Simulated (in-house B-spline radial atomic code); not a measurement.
# Ionising the copper ion Cu⁷⁺ with different functionals

Computed with a radial B-spline atomic code at the basis-set limit: four-component Dirac-Coulomb Hamiltonian, Fermi nucleus of rms radius 3.8823 fm, spin-restricted, spherical fractional occupations for the functionals, and exact exchange of hybrids averaged over the configuration. The ionisation energy is the difference of two self-consistent energies, [Ar] 3d4 → [Ar] 3d3, without Breit or QED terms; ε is the level of the shell that loses the electron (mean over j). The electron is taken from both j subshells in proportion to 2j + 1, so the result is a j average, not the step between ground levels.

| method | rung | ΔSCF (eV) | -ε(3d) (eV) |
| --- | --- | --- | --- |
| B97-1 | global hybrid | ? | ? |
| PBE0 | global hybrid | 165.55 | 154.78 |
| wB97X | range-separated hybrid | ? | ? |
| HSE06 | range-separated hybrid | 165.48 | 154.29 |

Question: What does wB97X give?

Answer: ΔSCF 165.24 eV, and -ε(3d) = 156.63 eV.

Question: What does B97-1 give?

Answer: ΔSCF 165.56 eV, and -ε(3d) = 154.09 eV.

Question: Among the functionals, which spreads more, the ΔSCF values or the orbital energies?

Answer: The orbital energies: ΔSCF values span about 0.32 eV and the orbital energies 2.54 eV; here energy differences depend much less on the functional than eigenvalues do.

Question: How do they compare with the NIST value?

Answer: NIST lists 166 eV ± 2.1 (tabulated theory, ground level to ground level). Errors run from -0.76 to -0.44 eV; all lie within about twice that uncertainty, so the table can't rank the methods.
